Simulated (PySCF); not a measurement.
selenium dioxide (O2Se), SMILES O=[Se]=O. Geometry: ωB97X-D3(BJ)/def2-TZVP.

Computed equilibrium geometry at ωB97X-D3(BJ)/def2-TZVP (PySCF confirms it by a frequency run) as Cartesian coordinates in Å, and its point group:
point group C2v.
```xyz
3

O      0.0000    -1.3340     0.5929
Se     0.0000     0.0000    -0.2790
O      0.0000     1.3340     0.5929
```
Charge 0, spin multiplicity 1.
